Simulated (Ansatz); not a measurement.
System: SnF$_{2}$, charge 1, multiplicity 2. 
Geometry from a B3LYP-D3(BJ)/def2-TZVP (Ansatz, a program for electronic structure) optimisation:
```xyz
3

Sn     0.0082     0.0004    -0.2587
F      0.7515     1.4232     0.7458
F     -0.7973    -1.4256     0.6915
```
Charge +1, spin multiplicity 2.

Basis-set convergence of Hartree-Fock and MP2 correlation energies (hartree) with Ansatz. Cores are frozen in the correlated levels unless marked. UHF or UKS for open shells. No spin-orbit coupling. Frozen are the shells of the preceding noble gas and the d and f shells that filled before the atom's block. Past Kr the def2 sets carry scalar-relativistic core potentials.

```tsv
basis	functions	E(HF)	E(corr, MP2)
def2-SVP	54	-411.75539	-0.43487
def2-TZVPP	112	-412.03094	-0.57400
def2-QZVPP	196	-412.04516	-0.62749
```

Extrapolating the two largest sets (X = 3 and 4) as X^-3: E(corr) = (64·(-0.62749) - 27·(-0.57400))/37 = -0.6665 Eh, an estimate of the basis-set limit. The largest set recovers 94.1 % of it, the smallest 65.2 %.
